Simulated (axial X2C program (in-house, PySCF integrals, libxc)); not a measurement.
**Nuclear properties of TiSe**

Computed with an in-house all-electron X2C program for linear molecules (integrals from PySCF): two-component X2C with atomic mean-field Coulomb and Gaunt terms, Gaussian nuclei, basis Se dyall-cv3z, Ti dyall-cv3z with contracted cores.

R = 2.207 Å (near the PBE0 minimum at charge 0 of the determinant lowest at the starting distance; the state shown can have its own minimum elsewhere).

Determinant lowest in the PBE0 search, Ω = 1 (⟨Sz⟩ = -1.00, ⟨Lz⟩ = 2.00 at PBE0), spin on the atoms Se 0.19, Ti -1.19:

| level | Eeff magnitude (GV/cm) | Ws magnitude Se (kHz) | Ws magnitude Ti (kHz) | A∥/gI Se (MHz) | qzz Se (a.u.) | A∥/gI Ti (MHz) | qzz Ti (a.u.) | μ (D) |
| --- | --- | --- | --- | --- | --- | --- | --- | --- |
| PBE0 | 0.0428 | 0.124 | 0.0814 | -43.4 | -0.38 | -175 | -0.21 | 5.93 |
| HF | 0.0688 | 0.197 | 0.142 | 62.9 | 2.89 | -180 | -0.09 | 6.29 |
| TPSSh | 0.00821 | 0.0919 | 0.0755 | -36 | -0.50 | -141 | -0.27 | 5.72 |
| BP86 | 0.186 | 0.0354 | 0.0935 | -56.3 | -0.83 | -231 | -0.32 | 4.75 |
| LDA | 0.205 | 0.0256 | 0.0918 | -53.9 | -0.93 | -247 | -0.34 | 4.62 |

Eeff is the effective electric field on the electron electric dipole moment in this Ω state and Ws the scalar–pseudoscalar constant of the nucleus named (defined with the proton number Z and per Ω); A∥ (defined per Ω) follows by multiplying with gI = μI/(I μN); qzz is the electric field gradient, eQq0 = 234.96 MHz × Q/barn × qzz; μ is positive if the Ti end (last atom) is positive. The operators were transformed with the bare-nucleus X2C matrices; with these basis sets, hyperfine constants and field gradients can be off by tens of per cent, and where levels differ in sign neither size nor sign is settled.

(1) With gI(47Ti) = -0.3154 (g factors from the IAEA table of nuclear moments by Stone), turn the PBE0 values of the first state into constants in MHz.

Each state is one determinant with collinear spin, which with several unpaired electrons need not be a pure state. Unrestricted Hartree–Fock can overshoot spin polarisation at the nuclei. In the state Ω = 1 the sign of Eeff differs between levels (TPSSh, BP86, LDA against PBE0). With several open shells hyperfine constants can be off by a factor of several. Where Eeff spreads by more than a factor of two the levels disagree and none is to be relied on. Open-shell Ω = 0 determinants with evenly filled partner blocks cannot be reached by this program, so the Ω shown need not be the lowest component. The search compared states at one distance, so a state with another bond length can lie lower. Further determinants of the search, some of them spin-mixed, are not shown. Where a field gradient or hyperfine factor spreads by more than a factor of two over the levels, a constant derived from it is not to be relied on.

Answers

(1) A∥(47Ti) = -175 × -0.3154 = 55.2 MHz.
